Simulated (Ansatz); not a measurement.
The same path of C2H7NSeSn (12 atoms, charge 0, multiplicity 1) was run twice with different band settings. The coordinate that changes most is the height of N1 over the plane of its neighbours.

These are results of Ansatz, RKS PBE-D4/def2-SVP, not measurements.

Relaxed end points:

```xyz
12
Properties=species:S:1:pos:R:3
N -1.704 0.558 1.409
Sn -0.210 -0.574 0.540
C 1.634 0.597 0.375
Se 1.637 0.514 -1.614
C -0.009 -0.600 -1.662
H -2.595 0.049 1.477
H -1.892 1.418 0.876
H -0.211 -2.083 1.393
H 1.542 1.637 0.746
H 2.537 0.125 0.809
H -0.830 -0.098 -2.211
H 0.180 -1.598 -2.104
```

```xyz
12
Properties=species:S:1:pos:R:3
N -2.096 0.228 0.894
Sn -0.263 -0.615 0.449
C 1.568 0.620 0.543
Se 1.831 0.546 -1.427
C 0.160 -0.502 -1.698
H -2.310 0.191 1.900
H -2.146 1.217 0.616
H -0.251 -2.158 1.239
H 1.407 1.657 0.897
H 2.418 0.166 1.091
H -0.597 0.066 -2.275
H 0.357 -1.472 -2.196
```

Common settings: spring 5.0 eV/Å²; optimiser quadratic models (default); start path IDPP; force threshold 0.05 eV/Å; iteration limit 60; end points relaxed.

| run | movable images | climbing image |
| --- | --- | --- |
| 1 | 5 | yes |
| 2 | 6 | no |

(1) What does each run give, and how far can it be trusted?

Answers

(1) Run 1: converged after 6 iterations, highest image 0.066 eV above the first end. A vibrational analysis at the climbing image gives one clearly imaginary mode, 385i cm⁻¹: a first-order saddle point.
Run 2: converged after 6 iterations, highest image 0.060 eV above the first end. No image climbed, so the highest image needn't sit at the top of the path.
